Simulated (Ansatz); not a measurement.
Cost and result for the atomization energy of C2H3ClGaN (`[CH3][Ga]([Cl])[C]#N`) (8 atoms, 7 bonds).

Charge 0, multiplicity 1. Correlated methods include outer-core shells of Ga, which these sets cover unevenly. Scalar relativity is left out up to krypton. Geometry: relaxed with PBE0-D4/def2-TZVP. Program: Ansatz. All runs use 4 threads of a server CPU on a shared host. Times are those of one run each, without the atoms' runs, and a repeat can differ threefold. Electronic energies, without spin–orbit coupling; frozen cores. CCSD(T)/CBS adds CCSD(T) − MP2 in def2-TZVPP to the MP2 limit, and its time is that of the two runs behind it. T1 = 0.012. With those shells the extrapolation isn't a true limit. B3LYP takes the VWN-RPA correlation (the form of Gaussian; ORCA's B3LYP/G). HSE06 is the plane-wave form, built on full-range PBE exchange.

CCSD(T)/CBS is a level of theory with its own doubt, some kJ/mol a heavy atom from the limit and from the frozen cores, so smaller differences don't rank the functionals.

| level | functions | wall time | atomization (kJ/mol) | difference from CCSD(T)/CBS | per bond |
| --- | --- | --- | --- | --- | --- |
| LDA (SPW92)/def2-TZVPP | 225 | 1.1 s | 3530.2 | 443.4 | 63.3 |
| revPBE-D4/def2-TZVPP | 225 | 1.6 s | 3077.2 | -9.6 | -1.4 |
| BLYP-D4/def2-TZVPP | 225 | 1.8 s | 3074.4 | -12.4 | -1.8 |
| HSE06-D4/def2-TZVPP | 225 | 2.6 s | 3095.1 | 8.3 | 1.2 |
| BHLYP-D4/def2-TZVPP | 225 | 2.7 s | 2957.5 | -129.3 | -18.5 |
| r2SCAN-D4/def2-TZVPP (with forces) | 225 | 3.5 s | 3086.3 | -0.5 | -0.1 |
| B3LYP-D4/def2-TZVPP (with forces) | 225 | 3.6 s | 3063.2 | -23.6 | -3.4 |
| PBE-QIDH/def2-TZVPP | 225 | 4.3 s | 3081.6 | -5.2 | -0.7 |
| CCSD(T)/def2-SVP | 107 | 4.7 s | 2923.7 | -163.1 | -23.3 |
| ωB97M-V/def2-TZVPP (with forces) | 225 | 7.5 s | 3089.6 | 2.8 | 0.4 |
| MP2/def2-QZVPP | 420 | 15 s | 3152.9 | 66.1 | 9.4 |
| CCSD(T)/def2-TZVPP | 225 | 87 s | 3013.4 | -73.4 | -10.5 |
| CCSD(T)/CBS(def2) | – | 100 s | 3086.8 | 0.0 | 0.0 |

From r2SCAN to r2SCAN0 (25 % exact exchange), in def2-TZVPP and without D4, the atomization energy moves by −66.8 kJ/mol: exact exchange takes away binding that semilocal exchange gives to molecules. Leaving LDA and LC-ωPBE aside and taking each functional with its dispersion term where it has one, the values, not all of them listed here, spread over 209.5 kJ/mol, from BHLYP-D4 to PBE-D4. LDA lies +381.1 kJ/mol from PBE without D4, its usual overbinding. The D4 term adds +29.0 kJ/mol with B3LYP and +15.3 kJ/mol with PBE0; it sums over pairs of atoms, weighted by their polarisabilities, and B3LYP, whose exchange is more repulsive, gets the larger term.
